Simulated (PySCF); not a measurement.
C7H9F.
Z-matrix (Å and degrees, GFN2-xTB geometry), rows numbered from 1:
```
C 
C   1  1.3349
C   2  1.5004  1  120.70
C   2  1.4552  1  118.88  3   176.86
C   4  1.3413  2  130.37  1   160.14
C   5  1.4518  4  129.61  2    -8.85
C   6  1.3287  5  125.42  4   152.98
F   6  1.3552  5  116.45  4   -30.85
H   1  1.0769  2  121.93  3   179.97
H   1  1.0763  2  121.65  3     1.91
H   3  1.0878  2  110.03  1    30.01
H   3  1.0877  2  111.04  1   150.67
H   3  1.0884  2  110.55  1   -89.17
H   4  1.0840  2  113.43  1   -22.21
H   5  1.0827  4  117.88  2   172.91
H   7  1.0733  6  120.80  5    -3.18
H   7  1.0748  6  121.19  5   178.08
```

The closed-shell ground state was solved at several levels (PySCF, density fitting, gas phase, non-relativistic).

| level | basis functions | total energy (Eh) | HOMO (eV) | LUMO (eV) | gap (eV) | dipole (D) |
| --- | --- | --- | --- | --- | --- | --- |
| PBE0/def2-SVPD | 235 | -371.2562 | -6.50 | -1.55 | 4.95 | 1.20 |
| CAM-B3LYP/def2-SVPD | 235 | -371.4981 | -7.69 | -0.49 | 7.20 | 1.26 |

**Question.** What might PBE0/pcSseg-1 (181 basis functions) give for the same quantities?

**Answer.** Total energy -371.4676 Eh, HOMO -6.48 eV, LUMO -1.50 eV, gap 4.98 eV, dipole 1.21 D.

**Question.** Over all these levels, which gives the widest orbital gap and which the narrowest?

**Answer.** CAM-B3LYP/def2-SVPD (range-separated hybrid) has the widest, 7.20 eV, and PBE0/def2-SVPD (global hybrid, 25 % exact exchange) the narrowest, 4.95 eV. The two share the basis. From the narrowest to the widest the HOMO moves by -1.19 eV and the LUMO by +1.06 eV.

**Question.** How far do the dipole and the HOMO energy spread over the levels?

**Answer.** The dipole runs from 1.20 to 1.26 D (mean 1.23 D) and the HOMO from -7.69 to -6.48 eV.

One conformer stands for the species.
